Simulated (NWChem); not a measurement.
[NH]=[W](=[NH])([OH])[F] (WN2H3OF), optimised at PBE0/def2-SVP with NWChem:

- highest occupied level (eV) = -7.61
- orbital gap (eV) = 6.60
- dipole (D) = 3.36

All stand in one matching conformer (torsions within 35°), which need not be the lowest. For one or both, no frequency run checked for a minimum. def2 effective core potentials on W; no spin-orbit coupling.

Question: One F atom is replaced by Cl, giving [OH][W]([Cl])(=[NH])=[NH] (WN2H3OCl), optimised at the same level. How do these values move?

Answer: 
| quantity | new value | change |
|---|---|---|
| highest occupied level (eV) | -7.68 | -0.07 |
| orbital gap (eV) | 6.31 | -0.29 |
| dipole (D) | 3.60 | +0.24 |
